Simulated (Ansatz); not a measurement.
Gas-phase electronic energies from Ansatz, PBE0-D4/def2-TZVP geometries. CCSD(T)/CBS is extrapolated from def2-TZVPP and def2-QZVPP, frozen cores. Each species was taken in one conformer, which may not be the lowest.

`[CH3][Al]([SH])[SH]` + H₂ → `[CH3][AlH][SH]` + H₂S  (hydrogenolysis of the Al–S bond)

```tsv
species	CCSD(T)/def2-TZVPP energy (Eh)
`[CH3][Al]([SH])[SH]`	-1078.61061
H₂	-1.17233
`[CH3][AlH][SH]`	-680.81577
H₂S	-398.93111
```

(1) Work out ΔE.

Largest T1 diagnostic among the species: 0.011.

Answers

(1) ΔE = (-680.81577) + (-398.93111) − (-1078.61061) − (-1.17233) = 0.03606 Eh = +94.7 kJ/mol. CCSD(T)/CBS gives +100.3 kJ/mol.

In def2-TZVPP, CCSD(T) changes the Hartree–Fock value by +19.0 kJ/mol (the triples alone add +5.1 kJ/mol) and MP2 by +29.0 kJ/mol. The D4 term adds +9.4 kJ/mol with B3LYP and +5.3 kJ/mol with PBE0; it sums over pairs of atoms, weighted by their polarisabilities, and B3LYP, whose exchange is more repulsive, gets the larger term.

B3LYP here is the variant with VWN-RPA as its local correlation; programs differ in this.
